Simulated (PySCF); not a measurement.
Chlorine: a sound run and one with changed settings

Sound run: Cl⁺ [Ne] 3s2 3p4, Cl²⁺ [Ne] 3s2 3p3. Calculation: PySCF 2.14, in 6-31G* (4s3p1d, 18 functions); the non-relativistic Hamiltonian (point nucleus). In the sound run the correlated levels freeze [Ne]. The sound run starts from symmetry-adapted Hartree-Fock orbitals and uses a fine grid where one is needed.

Changed run: the spin-free X2C one-electron Hamiltonian (Gaussian nucleus). This setting is unsound on purpose.

```tsv
species	method	sound run (hartree)	changed run (hartree)	converged
Cl⁺	UHF	-459.01354	-460.26273	yes
Cl⁺	MN15	-459.50903	-460.75701	yes
Cl⁺	TPSS	-459.66056	-460.90914	yes
Cl⁺	MP2	-459.09745	-460.34663	yes
Cl⁺	CCSD(T)	-459.11733	-460.36644	yes
Cl²⁺	UHF	-458.18678	-459.43571	yes
Cl²⁺	MN15	-458.63113	-459.87897	yes
Cl²⁺	TPSS	-458.78374	-460.03207	yes
Cl²⁺	MP2	-458.25727	-459.50618	yes
Cl²⁺	CCSD(T)	-458.27692	-459.52575	yes
```

Ionisation energy of Cl⁺:

```csv
method,sound run (eV),changed run (eV)
UHF,22.497,22.504
MN15,23.889,23.893
TPSS,23.860,23.866
MP2,22.863,22.870
SCS-MP2,22.888,22.895
CCSD,22.859,22.867
CCSD(T),22.869,22.876
```

Most of the change in total energy is the relativistic energy itself. On top of that the contraction fixes the core shape for the Hamiltonian it was made with, so the changed run is not a good calculation with the other Hamiltonian either.

For comparison, NIST gives 23.814 eV between the lowest levels.
